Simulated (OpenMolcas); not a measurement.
## 3s² 3p³ along the 15-electron sequence

| Property | Result |
| --- | --- |
| Program | OpenMolcas 26.06 |
| Method | CASSCF |
| Basis | ANO-RCC-VQZP |
| Scalar Hamiltonian | DKH2, point nucleus |
| Spin-orbit coupling | RASSI with atomic mean-field integrals over the reference wave functions, term energies averaged over their components |

Active space for each ion: 5 electrons in 8 orbitals (3s 3p 4s 4p).

Computed levels in cm-1 above ⁴S°_3/2:

| Level | S+ | Cl2+ | Ar3+ |
| --- | --- | --- | --- |
| ²D°_3/2 | 18707 | 22351 | 25685 |
| ²D°_5/2 | 18751 | 22440 | 25853 |
| ²P°_1/2 | 25365 | 30696 | 35725 |
| ²P°_3/2 | 25399 | 30776 | 35894 |
| weight of ⁴S° in the lowest level (%) | 100 | 100 | 100 |

Measured, with the error of the calculation in %. Measured levels: S+ from NIST Handbook of Basic Atomic Spectroscopic Data; Cl2+ from Moore, Atomic Energy Levels, vol. I, NSRDS-NBS 35 (1971 reprint of NBS Circular 467, 1949); Ar3+ from Saloman, J. Phys. Chem. Ref. Data 39, 033101 (2010).

| Level | S+ | Cl2+ | Ar3+ |
| --- | --- | --- | --- |
| ²D°_3/2 | 14853 (+25.9) | 18053 (+23.8) | 21091 (+21.8) |
| ²D°_5/2 | 14885 (+26.0) | 18120 (+23.8) | 21220 (+21.8) |
| ²P°_1/2 | 24525 (+3.4) | 29812 (+3.0) | 34855 (+2.5) |
| ²P°_3/2 | 24572 (+3.4) | 29907 (+2.9) | 35032 (+2.5) |

²D°_3/2 changes by a factor of 1.37 over the same range, with steps per unit of Z of +3640, +3330 cm-1.

Active for correlation alone: 4p 4s; no level in the range computed is led by a configuration that fills them, so any true level of that kind is missing. Without dynamic correlation excited terms often stand tens of per cent too high (terms of higher spin than the ground term too low), and those without a measured partner can miss by more than the paired ones (holds for S+). Computed and measured levels are paired by configuration, term and J; levels that our copy of the source lacks, or whose pairing is in doubt (as where it misses far off the trend of its configuration), stay unpaired and out of the deviations. Only configurations of the active space appear.

° marks odd parity.
